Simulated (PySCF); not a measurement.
Below is a simulated gas-phase Cl 2p photoelectron spectrum of GaCl2(OMe) (`C[O][Ga]([Cl])[Cl]`).

Every computed line was given a Gaussian of 0.7 eV full width at half maximum and an area set by the number of equivalent atoms (split 2:1 within a doublet); the highest printed point is 100. Level of theory: delta-SCF UKS SCAN, pcX-2 on the ionised atom, pcseg-1 elsewhere, spin-free X2C (PySCF 2.14.0).

```json
{"binding energy (eV)": "205.1", "intensity": "0"}
{"binding energy (eV)": "205.2", "intensity": "1"}
{"binding energy (eV)": "205.3", "intensity": "3"}
{"binding energy (eV)": "205.4", "intensity": "6"}
{"binding energy (eV)": "205.5", "intensity": "13"}
{"binding energy (eV)": "205.6", "intensity": "24"}
{"binding energy (eV)": "205.7", "intensity": "40"}
{"binding energy (eV)": "205.8", "intensity": "59"}
{"binding energy (eV)": "205.9", "intensity": "79"}
{"binding energy (eV)": "206.0", "intensity": "94"}
{"binding energy (eV)": "206.1", "intensity": "100"}
{"binding energy (eV)": "206.2", "intensity": "95"}
{"binding energy (eV)": "206.3", "intensity": "80"}
{"binding energy (eV)": "206.4", "intensity": "61"}
{"binding energy (eV)": "206.5", "intensity": "41"}
{"binding energy (eV)": "206.6", "intensity": "25"}
{"binding energy (eV)": "206.7", "intensity": "13"}
{"binding energy (eV)": "206.8", "intensity": "7"}
{"binding energy (eV)": "206.9", "intensity": "4"}
{"binding energy (eV)": "207.0", "intensity": "3"}
{"binding energy (eV)": "207.1", "intensity": "5"}
{"binding energy (eV)": "207.2", "intensity": "9"}
{"binding energy (eV)": "207.3", "intensity": "15"}
{"binding energy (eV)": "207.4", "intensity": "24"}
{"binding energy (eV)": "207.5", "intensity": "34"}
{"binding energy (eV)": "207.6", "intensity": "44"}
{"binding energy (eV)": "207.7", "intensity": "49"}
{"binding energy (eV)": "207.8", "intensity": "49"}
{"binding energy (eV)": "207.9", "intensity": "45"}
{"binding energy (eV)": "208.0", "intensity": "36"}
{"binding energy (eV)": "208.1", "intensity": "26"}
{"binding energy (eV)": "208.2", "intensity": "16"}
{"binding energy (eV)": "208.3", "intensity": "9"}
{"binding energy (eV)": "208.4", "intensity": "5"}
{"binding energy (eV)": "208.5", "intensity": "2"}
{"binding energy (eV)": "208.6", "intensity": "1"}
{"binding energy (eV)": "208.7", "intensity": "0"}
{"binding energy (eV)": "208.8", "intensity": "0"}
```

Task: Count the maxima, the lines and the sites behind this envelope.

Result: The curve has 2 maxima (at 206.1 and 207.8 eV). Under it lie 2 lines from 1 inequivalent chlorine site, drawn as a 2p3/2, 2p1/2 pair.

Task: Decompose the envelope and assign each component. Bonds: Ga1–Cl2, Ga1–Cl3, Ga1–O4, O4–C5. Hydrogens: H6, H7, H8 on C5.

Result: 
```csv
position (eV),relative area,line,atoms,environment
206.10,1.33,Cl 2p3/2,Cl2/Cl3,chlorine bonded to Ga
207.76,0.67,Cl 2p1/2,Cl2/Cl3,chlorine bonded to Ga
```

Task: What are the centre and the root-mean-square width of the whole band?

Result: The area-weighted mean of the lines is 206.65 eV. Their own spread about it is 0.78 eV (rms) and each Gaussian has σ = 0.7/2.355 = 0.30 eV; the variances add, which gives 0.83 eV.

No satellites, vibrations or lifetime broadening are included. One atom of each set of topologically equivalent atoms was ionised and stands for the set; in this conformer not all members are related by symmetry, and their own values weren't computed. The 2p values aren't plain energy differences: one relaxed spin-free 2p hole is combined with a matrix within the shell (ground-state 2p orbital-energy differences and spin–orbit coupling). 2p3/2, the mean of its two sublevels, lies a third of the splitting below the shell's mean and 2p1/2 two thirds above it; the statistical areas are 2:1. 2p1/2 minus 2p3/2 (ligand field included): Cl 1.65 eV. Geometry: PBE0-D3(BJ)/def2-SVP, one conformer, isolated molecule.
